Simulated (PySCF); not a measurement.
**I⁴⁸⁺ (iodine, charge +48) across methods**

[He] 2s2 2p1, 2P determinant. All numbers are calculated (PySCF 2.14, scalar relativity by spin-free X2C-1e, in an uncontracted even-tempered set (19 s from 23 bohr⁻², ratio 2.2; 12 p from 29 bohr⁻², ratio 2.2; 6 d from 110 bohr⁻², ratio 2.4; 5 f from 170 bohr⁻², ratio 2.4; 4 g from 250 bohr⁻², ratio 2.4)).

| method | E (hartree) | mean ε 2s α (eV) | mean ε 2s β (eV) | mean ε 2p α (eV) | Σ⟨r²⟩ (bohr²) | ⟨S²⟩ |
| --- | --- | --- | --- | --- | --- | --- |
| PBE | -3889.21 | -8912.7 | -8889.4 | -8533.5 | 0.04188 | 0.750 |
| r2SCANh | -3889.23 | -8930.8 | -8902.4 | -8556.5 | 0.04187 | 0.750 |
| r2SCAN | -3889.24 | -8921.6 | -8894.7 | -8546.4 | 0.04187 | 0.750 |
| PBE0 | -3889.20 | -8938.2 | -8909.9 | -8562.0 | 0.04188 | 0.750 |
| UHF | -3889.02573 | -9013.5 | -8969.7 | -8646.6 | 0.04187 | 0.750 |
| PW91 | -3889.47 | -8913.8 | -8890.3 | -8535.0 | 0.04188 | 0.750 |
| LDA | -3883.70 | -8905.0 | -8880.4 | -8524.0 | 0.04192 | 0.750 |

Spin-orbit coupling, absent here, splits the open shell strongly.
